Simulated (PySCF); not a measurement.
A PySCF script (with the pyscf-properties extension) for the NMR shieldings of `C[O][AlH2-][CH2]CCC#N`, [C5H11AlNO]-, on a GFN2-xTB geometry:

```python
import basis_set_exchange as bse
import numpy as np
from pyscf import gto, dft
from pyscf.prop import nmr

atoms = """
C    -3.984357    0.713314   -0.286155
O    -2.721742    0.190614   -0.379350
Al   -1.190142   -0.494577   -0.548671
C     0.288083    0.343103    0.637754
C     1.555408   -0.182036   -0.014016
C     2.793039   -0.076622    0.910047
C     3.989589   -0.530800    0.271482
N     4.940675   -0.893796   -0.259216
H    -4.691339   -0.025604    0.120386
H    -4.006599    1.595066    0.372378
H    -4.359185    1.022870   -1.273210
H    -0.721399   -0.375827   -2.076699
H    -1.237123   -2.024473   -0.056001
H     0.219542   -0.104869    1.644483
H     0.405503    1.424150    0.814368
H     1.401987   -1.228537   -0.290791
H     1.752017    0.367810   -0.936703
H     2.624002   -0.677751    1.809415
H     2.932237    0.967216    1.212808
"""
names = dict.fromkeys(["C", "O", "Al", "N", "H"], "pcSseg-1")
basis = {el: gto.basis.parse(bse.get_basis(n, elements=[el], fmt="nwchem")) for el, n in names.items()}
mol = gto.M(atom=atoms, basis=basis, charge=-1, verbose=0)
mf = dft.RKS(mol, xc="PBE0")
mf.grids.level = 2
mf.grids.alignment = dft.numint.BLKSIZE   # the property module wants whole blocks of grid points
mf.conv_tol = 1e-9
mf.kernel()

calc = nmr.RKS(mf)   # GIAO
C = mf.mo_coeff
Co = C[:, mf.mo_occ > 0]
resp = mf.gen_response(singlet=True, hermi=2)
def vind(x):   # induced exchange potential for any number of trial vectors
    d = np.einsum("pi,xij,qj->xpq", C, 2 * x.reshape(-1, C.shape[1], Co.shape[1]), Co, optimize=True)
    return np.einsum("xpq,pi,qj->xij", resp(d - d.transpose(0, 2, 1)), C, Co, optimize=True).ravel()
mo1, _ = nmr.rhf.solve_mo1(calc, with_cphf=vind)
sigma = calc.kernel(mo1)
for i, s in enumerate(sigma):   # ppm
    print("%2d %-2s %9.2f" % (i, mol.atom_pure_symbol(i), np.trace(s) / 3))
```

**Question.** What are the results?

**Answer.** 
```
 0 C     131.98
 1 O     339.35
 2 Al    466.83
 3 C     168.17
 4 C     155.70
 5 C     161.51
 6 C      58.58
 7 N     -15.78
 8 H      27.51
 9 H      27.54
10 H      27.49
11 H      27.86
12 H      27.68
13 H      32.25
14 H      31.96
15 H      30.07
16 H      30.16
17 H      30.07
18 H      29.92
```

These numbers come from an equivalent density-fitted implementation of the same equations, which agrees with the script to about 0.01 ppm for H and up to a few tenths of a ppm for heavy atoms, so last digits may differ.

Size and cost of the density-fitted run: 198 basis functions, 76 s wall time on 1 thread of an Intel Xeon, shared host; peak memory 0.86 GiB.
